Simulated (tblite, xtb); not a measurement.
C2H6ClGa, charge +1, doublet, geometry from GFN2-xTB (such geometries of metal compounds can be far from the true shape) (a state made from the parent by changing its charge; the spin is typed, not shown lowest). Base run: GFN1-xTB run with xtb.

Input for xtb:
```
$ xtb mol.xyz --gfn 1 --chrg 1 --uhf 1 --json

# file mol.xyz
10

Ga    -0.11318702     0.04469571    -0.08248336
C     -1.92172568    -0.98294550    -0.55503717
H     -1.85733445    -1.24248750    -1.61332384
H     -2.74321140    -0.29652337    -0.34397420
H     -1.91352618    -1.85857301     0.09676954
C     -0.37592146     1.89024885    -1.11933910
H     -0.66734654     1.64329702    -2.14141930
H      0.59865420     2.37779450    -1.05496299
H     -1.15677370     2.43270961    -0.58316277
Cl     1.47260108    -0.58150613     1.07313619
```

Programs used: tblite, xtb; a row that names a program was run with it.

Each row names what was changed in the base input (with any setting that the change needs).

```csv
change,ΔE vs base (kJ/mol),SCF cycles
base,0.00,10
etemp = 1000,-0.03,10
program = tblite; method = gfn1; option = --grad,0.01,-
etemp = 10000,-121.3,10
program = tblite; method = gfn1,0.01,-
etemp = 3000,-6.43,11
program = tblite; method = gfn1; option = --spin-polarized,-12.92,-
"program = tblite; method = gfn1; option = (--guess, eeq)",0.01,-
```
